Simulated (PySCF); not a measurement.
## CH$_{5}$O$_{2}$SSi, SMILES `CS(=O)(=O)[SiH2]` (O–S–Si–H torsion 60°) (charge 0, multiplicity 2)

Computed with r2SCAN-D4/def2-TZVP (PySCF).

```
Quantity                                              Value
-----------------------------  ----------------------------
highest occupied spin orbital                      -6.19 eV
dipole moment                                        4.04 D
total energy                                   -879.1385 Ha
cost                           very roughly 40 core-minutes
```

```xyz
10

C     -1.3984     0.1560     0.2194
S     -0.0155     0.6792    -0.7802
O     -0.3488     0.4123    -2.1668
O      0.3290     2.0318    -0.3657
Si     1.7158    -0.6053    -0.1935
H     -1.1422     0.2678     1.2726
H     -1.6492    -0.8739    -0.0317
H     -2.2193     0.8257    -0.0447
H      2.7834    -0.1794    -1.1325
H      2.0594    -0.2963     1.2221
```
Charge 0, spin multiplicity 2.
